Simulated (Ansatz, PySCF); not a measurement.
methanol (CH$_{4}$O), singlet, at a GFN2-xTB geometry, atoms displaced at random by about 0.03 Å a coordinate. Base run: HF/def2-SVP, gradient (PySCF).

The PySCF input:
```python
from pyscf import gto, scf

mol = gto.M(
    atom='''
C    -0.025976    0.639263    0.012264
O    -0.057411   -0.763641   -0.006092
H    -1.107426    0.950883    0.015351
H     0.862289   -1.106234   -0.054159
H     0.421361    1.063467    0.940005
H     0.442995    1.066824   -0.911431
''',
    basis='def2-svp',
    charge=0,
    spin=0,
    verbose=4,
)

mf = scf.RHF(mol)
mf.kernel()
g = mf.nuc_grad_method()
grad = g.kernel()
```

Programs used: Ansatz (a quantum-chemistry and plane-wave program), PySCF; a row that names a program was run with it.

The coordinate followed is y of atom 6.

Variants of this job, named by their change:

| change | dE/dx (Eh/bohr) | net force (Eh/bohr) |
|---|---|---|
| base | 0.005255 | 0.000000 |
| finite difference step (bohr) = 0.2; conv_tol = 1e-11 | 0.005307 | - |
| finite difference step (bohr) = 0.01; conv_tol = 1e-11 | 0.005255 | - |
| finite difference step (bohr) = 1e-5; conv_tol = 1e-11 | 0.005255 | - |
| density fitting = on; auxbasis_response = off | 0.005247 | 0.002511 |
| code = ansatz | 0.005254 | 0.000000 |
| conv_tol = 1e-6 | 0.005255 | 0.000000 |
| finite difference step (bohr) = 1e-4; conv_tol = 1e-11 | 0.005255 | - |
| density fitting = on | 0.005248 | 0.000000 |
| conv_tol = 1e-11 | 0.005255 | 0.000000 |
| finite difference step (bohr) = 0.05; conv_tol = 1e-11 | 0.005258 | - |
| conv_tol = 1e-4 | 0.005269 | 0.000000 |

The net force is zero for an exact gradient.
